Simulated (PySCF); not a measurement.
## Yb⁵⁴⁺: ionisation energy

Yb⁵⁴⁺ [Ne] 3s2 3p4 (3P) → Yb⁵⁵⁺ [Ne] 3s2 3p3 (4S), as a difference of total energies. Calculation: PySCF 2.14, in an uncontracted even-tempered set (17 s from 13 bohr⁻², ratio 2.5; 12 p from 17 bohr⁻², ratio 2.5; 4 d from 69 bohr⁻², ratio 2.7; 4 f from 100 bohr⁻², ratio 2.7); the spin-free X2C one-electron Hamiltonian (Gaussian nucleus). Correlated levels: outer shells: 1s2 frozen; virtual orbitals above 40 to 60 times the deepest correlated orbital energy dropped. The calculations carry no spin-orbit coupling.

| method | ionisation energy (eV) |
| --- | --- |
| UHF | 5295.4 |
| MP2 (outer shells) | 5296.6 |
| SCS-MP2 (outer shells) | 5296.6 |
| CCSD (outer shells) | 5296.6 |
| CCSD(T) (outer shells) | 5296.6 |

Spin-orbit coupling is strong in these open shells (close to jj coupling). The scalar numbers leave it out and a first-order estimate fails, so it can dominate the gap to the real levels.

The ground level that NIST lists for one species does not belong to the high-spin term computed here, so part of any gap is the choice of state.

Breit and QED terms and the two-electron picture change are absent.

For comparison: 5224 ± 5 eV (theoretical estimate listed by NIST; NIST Atomic Spectra Database, ionization energies).
